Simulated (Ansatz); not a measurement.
NbF₄. Charge 0, multiplicity 2. Geometry PBE0-D4/def2-SVP.

```xyz
5

Nb    0.000    0.000    0.000
F     0.001   -0.873   -1.638
F    -0.620   -1.375    1.081
F    -1.028    1.398    0.660
F     1.646    0.851   -0.104
```

In the def2 sets Nb takes a core potential; there is no spin–orbit coupling.

Task: Estimate the α-spin orbital energies around the gap (eV) in Ansatz with HF/def2-TZVP, r2SCAN-D4/def2-TZVP, PBE0-D4/def2-SVP, PBE0-D4/def2-TZVP, ωB97M-V/def2-TZVP.

Result: 
```csv
orbital,HF/def2-TZVP,r2SCAN-D4/def2-TZVP,PBE0-D4/def2-SVP,PBE0-D4/def2-TZVP,ωB97M-V/def2-TZVP
HOMO−9,-19.12,-12.32,-13.78,-13.87,-16.44
HOMO−8,-19.12,-12.32,-13.78,-13.87,-16.44
HOMO−7,-18.49,-11.63,-13.07,-13.15,-15.64
HOMO−6,-18.14,-11.17,-12.64,-12.73,-15.26
HOMO−5,-18.12,-11.16,-12.60,-12.71,-15.24
HOMO−4,-18.12,-11.16,-12.60,-12.71,-15.24
HOMO−3,-17.85,-10.96,-12.40,-12.51,-15.02
HOMO−2,-17.85,-10.96,-12.40,-12.51,-15.02
HOMO−1,-17.55,-10.77,-12.16,-12.27,-14.77
HOMO,-11.43,-5.34,-6.57,-6.62,-8.97
LUMO,1.49,-3.47,-2.59,-2.61,-0.21
LUMO+1,1.59,-2.83,-1.95,-2.03,0.26
LUMO+2,1.62,-2.83,-1.95,-2.03,0.26
LUMO+3,1.85,-0.96,-0.30,-0.42,0.71
LUMO+4,1.85,-0.55,-0.22,-0.31,0.99
LUMO+5,2.30,0.66,1.04,0.77,1.49
β HOMO,-17.59,-10.77,-12.17,-12.28,-14.76
β LUMO,0.85,-3.04,-2.37,-2.44,-0.77
```
